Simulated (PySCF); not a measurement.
Isomers of C5H4ClF3O. Method used: PySCF 2.14.0, density-fitted response routines, TDDFT PBE0/def2-SVPD, vertical, gas phase, core orbitals frozen in the response. Geometries: GFN2-xTB; one conformer of each isolated species. Triplets are in the Tamm–Dancoff approximation.

A. `O=C1C[C@@H](Cl)[C@H]1C(F)(F)F`
B. `C/C=C(\C(=O)Cl)C(F)(F)F`
C. `C=CO/C(=C\Cl)C(F)(F)F`

Lowest singlet levels (six at most, fewer where fewer were computed) with oscillator strengths:

1. 284 nm (f 0.002); 227 nm (f 0.031); 214 nm (f 0.284); 208 nm (f 0.016); 175 nm (f 0.000); 171 nm (f 0.004); T1 3.65 eV
2. 238 nm (f 0.099); 195 nm (f 0.201); 195 nm (f 0.091); 184 nm (f 0.002); 182 nm (f 0.097); 178 nm (f 0.002); T1 3.71 eV
3. 297 nm (f 0.000); 204 nm (f 0.001); 203 nm (f 0.001); 173 nm (f 0.008); 168 nm (f 0.006); 160 nm (f 0.004); T1 3.61 eV

Question: Match each spectrum to its molecule.

Answer: 1 = B, 2 = C, 3 = A.
- A: S1 at 4.18 eV, HOMO→LUMO (96%); S1 has the pattern of n→π* at C=O; HOMO -8.15 and LUMO -1.82 eV.
- B: S1 at 4.36 eV, HOMO→LUMO (79%), HOMO-1→LUMO (17%); Löwdin shares by element: HOMO oxygen 44%, chlorine 24%, carbon 17% or more (atoms not listed hold the other 15%); LUMO carbon 62% or more, oxygen 18% (atoms not listed hold the other 21%); HOMO -8.76 and LUMO -2.61 eV.
- C: S1 at 5.22 eV, HOMO→LUMO (87%), HOMO-1→LUMO (11%); Löwdin shares by element: HOMO carbon 52% or more, oxygen 20% (atoms not listed hold the other 29%); LUMO carbon 58% or more, chlorine 11%, oxygen 7% (atoms not listed hold the other 23%); HOMO -7.37 and LUMO -1.15 eV.
